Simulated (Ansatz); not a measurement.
A structure relaxed at B3LYP-D4/def2-TZVP in Ansatz, charge 0, singlet:

```csv
atom,x (Å),y (Å),z (Å)
Sr1,-1.4203,1.1301,-0.0540
Sr2,1.4223,-1.1276,0.0533
S3,0.2255,0.3754,1.9228
S4,-0.2275,-0.3779,-1.9221
```

(1) Give its formula and point group.

(2) Summarise the bond lengths by kind (pairs closer than 1.2 times the sum of covalent radii, bridged metal pairs left out).

## Answers

(1) the cluster Sr2S2. Point group D2h (tolerance 0.1 Å).

(2) 4 × S–Sr 2.68 Å.

In the def2 sets Sr takes a core potential; there is no spin–orbit coupling. The structure comes from a short search, and lower isomers may exist.
